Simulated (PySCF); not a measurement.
## C₆ coefficients of unlike pairs at PBE

Calculated with PySCF 2.14 from the dipole response of each species, C₆(A,B) = (3/π) ∫ α_A(iu) α_B(iu) du, in atomic units, from isotropic polarisabilities. For ions this is the dispersion term alone; charge-induced terms of lower order in 1/R come first.

```csv
species,configuration,basis,relativity,α (bohr³),C₆ (like pair)
Ni,[Ar] 3d8 4s2 (3F),aug-cc-pwCVTZ-DK (10s9p7d4f3g),spin-free X2C,46.52,366.8
Tc²⁺,[Kr] 4d5 (6S),"x2c-TZVPPall with one added diffuse shell each of s, p, d, f type (9s7p7d3f1g)",spin-free X2C,9.137,48.81
Cu,[Ar] 3d10 4s1 (2S),"aug-cc-pVTZ-PP with one added diffuse shell each of s, p, d, f, g type with ECP10MDF (7s7p6d4f3g)",core potential,42.15,271.8
Re,[Xe] 4f14 5d5 6s2 (6S),aug-cc-pwCVDZ-PP with ECP60MDF (6s6p5d3f),core potential,64.49,735.6
```

(1) Estimate C₆ for Re with Cu.

No spin-orbit coupling is included.

The other pairs:

```
    pair     C₆
Re, Tc²⁺  168.4
Cu, Tc²⁺  99.02
  Re, Ni  518.3
  Cu, Ni  315.5
Tc²⁺, Ni  115.1
```

Results:

(1) The integral gives 445.8. The combination rule 2 C_A C_B / (C_A α_B/α_A + C_B α_A/α_B) gives 446.0 and the geometric mean 447.2.
